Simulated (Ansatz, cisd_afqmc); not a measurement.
System: CH2S, charge 0, singlet. CH2S (SMILES C=S).
B3LYP-D3(BJ)/def2-TZVP minimum from Ansatz (a quantum-chemistry and plane-wave program):
```xyz
4

C     -0.9907     0.1914    -0.1620
S      0.5657    -0.1093     0.0925
H     -1.3280     1.0050    -0.8021
H     -1.7796    -0.4045     0.2939
```

Total energies in cc-pV(T+d)Z, 12 correlated electrons, 6 frozen orbitals. Radicals and triplets start from unrestricted determinants; spin-orbit coupling is neglected. Correlated methods leave the cores frozen. No relativity. The Monte Carlo rows (phaseless AFQMC, CISD trial, step 0.005/hartree) carry one-sigma bars that omit the constraint's bias. Outlying blocks are dropped, and bars are widened where a walk drifts. Over all cases where full CI ran beside it in this data, AFQMC minus full CI had a median of +0.1 mEh and passed +0.4 mEh in a tenth of the cases. UCISD starts from a broken-symmetry determinant. The restricted determinant of CH2S (C=S, singlet) is unstable towards broken spin symmetry in at least one set run.

| method | program | energy (Eh) | minus CCSDT(Q) (mEh) |
|---|---|---|---|
| HF | Ansatz | -436.55883 | 380.59 |
| MP2 | Ansatz | -436.89373 | 45.69 |
| CCSD | Ansatz | -436.91919 | 20.23 |
| CCSD(T) | Ansatz | -436.93752 | 1.90 |
| UCCSD(T) | Ansatz | -436.93652 | 2.89 |
| CCSDT(Q) | Ansatz | -436.93942 | 0.00 |
| AFQMC/CISD | cisd_afqmc | -436.9377 ± 0.0004 | 1.7 ± 0.4 |
| AFQMC/UCISD | cisd_afqmc | -436.9385 ± 0.0008 | 1.0 ± 0.8 |

Rough core times of Ansatz's runs on a shared machine: CCSD(T) under 20 s, UCCSD(T) under 20 s, CCSDT(Q) 3 min.
